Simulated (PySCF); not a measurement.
**Static response to an electric field**

Compound: C4H7NSi.
Structure used (GFN2-xTB), in Å, numbered top down from 1:
```
atom  x, y, z in Å
C1     0.7532   -2.6931    0.9332
C2     0.5471   -1.5201    0.8010
C3     0.2871   -0.1163    0.6255
N4     0.9355    0.4490   -0.5659
C5    -0.0585    1.4106   -1.0399
Si6   -1.4190    0.4524   -0.0923
H7     0.9341   -3.7193    1.0535
H8     0.5478    0.4085    1.5604
H9     1.8687    0.8153   -0.4177
H10   -0.0881    1.4391   -2.1307
H11    0.1040    2.4374   -0.6831
H12   -2.1171   -0.5679   -0.8638
H13   -2.2993    1.2049    0.8021
```

Level: PBE0/def2-SVPD (PySCF), static field, nuclei fixed, core orbitals frozen in the response. The polarisability tensor in these axes (au):

```
x    77.37  -8.34   1.12
y    -8.34  94.45 -10.30
z     1.12 -10.30  67.10
```

**Question.** Diagonalise the tensor; give its mean and Δα, where Δα² is half the sum of the squared differences of the eigenvalues.

**Answer.** Principal values 63.44, 74.65 and 100.81 au; mean 79.64 au = 11.80 Å³ = 13.13 × 10⁻⁴⁰ C²·m²/J; Δα = 33.22 au (42 % of the mean).

**Question.** What is the dipole moment, and where does it point?

**Answer.** (-0.45, 1.61, 0.34) D, 1.70 D in size, pointing from the negative to the positive side. Measured along this direction, the outermost atoms are H7 at the negative end and H11 at the positive end.

**Question.** Give the principal axes and the span of the nuclei along them.

**Answer.** Largest value along (-0.33, 0.90, -0.29), where the nuclei span 6.30 Å; middle along (0.93, 0.27, -0.23), 4.07 Å; least along (0.13, 0.34, 0.93), 3.16 Å. The response follows the extents in order.

**Question.** Give the eigenvalues of the traceless quadrupole moment Θ = ½Σq(3rr − r²1), origin at the centre of nuclear charge.

**Answer.** -4.78, 0.61, 4.17 D·Å. The values depend on the origin, since the dipole doesn't vanish. The electronic extent ⟨r²⟩ about the same centre is 744 bohr², a root-mean-square distance of 2.00 Å for the 52 electrons.

**Question.** What would n − 1 = 2πNα be for an ideal gas of these molecules at 273.15 K and 1 atm, electronic part alone?

**Answer.** N = p/kT = 2.6868 × 10¹⁹ cm⁻³, so n − 1 = 2π × N × 11.80 × 10⁻²⁴ cm³ = 1992 × 10⁻⁶ at long wavelengths, for an ideal gas.

Geometry: GFN2-xTB, one conformer, isolated molecule.
